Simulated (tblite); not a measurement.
A geometry optimisation, step by step.

Compound: C4H9GaO.
Bonds: C1–C2 (double), C2–Ga3, C2–O4, O4–C5, C5–C6. Hydrogens: H7, H8 on C1; H9, H10 on Ga3; H11, H12 on C5; H13, H14, H15 on C6.

Computed with GFN2-xTB (tblite), gas phase: L-BFGS steps from a force-field or distance-geometry start until the largest atomic force falls under 0.01 eV/Å. 5 of its 92 geometries are shown.

Step 0: E = -498.3572 eV, largest atomic force 1.961 eV/Å
```
atom  x, y, z in Å  |  force x, y, z in eV/Å
C1      0.577   -0.673   -1.821    0.120   0.323  -0.796
C2      0.660    0.321   -0.933   -1.309  -1.285  -0.692
Ga3     1.573    2.091   -1.305    0.550  -0.950   1.610
O4      0.117    0.095    0.305    0.326   1.518   0.674
C5     -1.088   -0.606    0.585   -0.063  -0.410  -0.333
C6     -1.211   -0.560    2.105    0.995   0.538   0.307
H7      0.980   -0.563   -2.833   -0.148  -0.107   0.420
H8      0.082   -1.592   -1.547    0.176  -0.144  -0.284
H9      2.450    2.162    0.064   -0.143   0.535   0.035
H10     2.420    2.704   -2.407   -0.010   0.317  -0.796
H11    -1.984   -0.119    0.114    0.704  -0.356   0.030
H12    -0.976   -1.670    0.230   -0.384   0.731   0.281
H13    -0.245   -0.985    2.488   -1.060   0.380  -0.010
H14    -2.070   -1.102    2.485    0.112  -0.114  -0.114
H15    -1.288    0.506    2.447    0.133  -0.976  -0.331
```

Step 23: E = -499.3319 eV, largest atomic force 0.162 eV/Å
```
atom  x, y, z in Å  |  force x, y, z in eV/Å
C1      0.445   -0.763   -1.944   -0.014  -0.011  -0.036
C2      0.665    0.182   -1.037   -0.011  -0.111  -0.014
Ga3     1.774    1.834   -1.000    0.138  -0.010  -0.084
O4      0.060    0.372    0.182    0.030   0.027   0.030
C5     -0.966   -0.524    0.589   -0.023  -0.036   0.091
C6     -1.127   -0.502    2.101   -0.030   0.006   0.065
H7      1.076   -0.750   -2.821   -0.086  -0.019  -0.049
H8     -0.288   -1.558   -1.890    0.048   0.091   0.056
H9      2.291    2.440    0.351   -0.109   0.008   0.035
H10     2.203    2.551   -2.360    0.021   0.035   0.094
H11    -1.900   -0.216    0.099    0.009  -0.088   0.015
H12    -0.709   -1.542    0.276   -0.002   0.005  -0.062
H13    -0.260   -0.933    2.598    0.039   0.067  -0.092
H14    -2.000   -1.094    2.368   -0.023   0.010   0.022
H15    -1.268    0.512    2.467    0.013   0.026  -0.072
```

Step 46: E = -499.4372 eV, largest atomic force 0.097 eV/Å
```
atom  x, y, z in Å  |  force x, y, z in eV/Å
C1      0.295   -0.792   -2.066    0.009   0.017  -0.002
C2      0.665    0.119   -1.178    0.003   0.044   0.012
Ga3     1.743    1.779   -0.868   -0.010  -0.081   0.029
O4      0.176    0.261    0.106   -0.067  -0.044  -0.055
C5     -0.855   -0.601    0.565   -0.037  -0.011   0.011
C6     -1.030   -0.371    2.054   -0.013   0.002   0.037
H7      0.755   -0.816   -3.040    0.019   0.049   0.013
H8     -0.450   -1.551   -1.872   -0.015  -0.015  -0.032
H9      1.712    2.342    0.594   -0.003  -0.025  -0.039
H10     2.563    2.590   -1.958    0.044   0.035  -0.031
H11    -1.782   -0.367    0.022   -0.002  -0.025  -0.005
H12    -0.587   -1.647    0.365    0.057   0.041   0.026
H13    -0.109   -0.625    2.571    0.010   0.019   0.038
H14    -1.837   -0.985    2.440   -0.020  -0.051   0.001
H15    -1.264    0.672    2.244    0.027   0.046  -0.004
```

Step 68: E = -499.4515 eV, largest atomic force 0.034 eV/Å
```
atom  x, y, z in Å  |  force x, y, z in eV/Å
C1      0.270   -0.759   -2.108   -0.010  -0.011   0.005
C2      0.604    0.150   -1.204   -0.021  -0.017   0.017
Ga3     1.744    1.756   -0.863    0.024   0.024  -0.001
O4      0.112    0.278    0.077    0.001  -0.006   0.027
C5     -0.848   -0.640    0.584    0.005  -0.013   0.016
C6     -1.030   -0.348    2.064   -0.002   0.018  -0.006
H7      0.749   -0.745   -3.073   -0.003   0.017   0.002
H8     -0.463   -1.536   -1.945   -0.012  -0.003   0.004
H9      1.689    2.303    0.602    0.001  -0.002  -0.016
H10     2.664    2.534   -1.910   -0.001  -0.007   0.004
H11    -1.794   -0.512    0.041    0.017   0.003   0.001
H12    -0.488   -1.665    0.433    0.013  -0.008  -0.009
H13    -0.104   -0.540    2.601   -0.002  -0.007  -0.023
H14    -1.819   -0.968    2.481    0.018   0.003  -0.027
H15    -1.290    0.699    2.197   -0.030   0.008   0.006
```

Step 91: E = -499.4574 eV, largest atomic force 0.008 eV/Å
```
atom  x, y, z in Å  |  force x, y, z in eV/Å
C1      0.214   -0.708   -2.111   -0.003   0.004   0.002
C2      0.589    0.172   -1.194    0.005   0.002  -0.002
Ga3     1.778    1.748   -0.876   -0.001  -0.003   0.003
O4      0.158    0.253    0.111   -0.002   0.003   0.001
C5     -0.796   -0.675    0.604    0.003   0.000   0.001
C6     -1.064   -0.344    2.062   -0.003  -0.004  -0.002
H7      0.639   -0.649   -3.100    0.002  -0.001  -0.003
H8     -0.504   -1.497   -1.941   -0.003  -0.004   0.000
H9      1.704    2.340    0.571    0.001   0.000  -0.004
H10     2.769    2.439   -1.915    0.000   0.003   0.000
H11    -1.717   -0.597    0.010   -0.001   0.005   0.006
H12    -0.396   -1.692    0.503    0.001  -0.005   0.004
H13    -0.140   -0.411    2.631    0.002   0.000  -0.001
H14    -1.789   -1.038    2.476   -0.003  -0.003   0.000
H15    -1.450    0.668    2.147    0.001   0.002  -0.007
```

Question: Summarise the path.

Answer: The energy falls by 106.16 kJ/mol from step 0 to step 91; nine tenths of that is first reached at step 26. It falls at every step. The largest force goes from 1.961 to 0.008 eV/Å. Among the bonds Ga3–H10 changes most, from 1.519 to 1.594 Å; the atoms move by 0.527 Å rms after alignment.

The cost below is that of the whole relaxation. Hardware: an Arm Neoverse V1 with one thread, no GPU, shared host. Cost: 0.53 s.
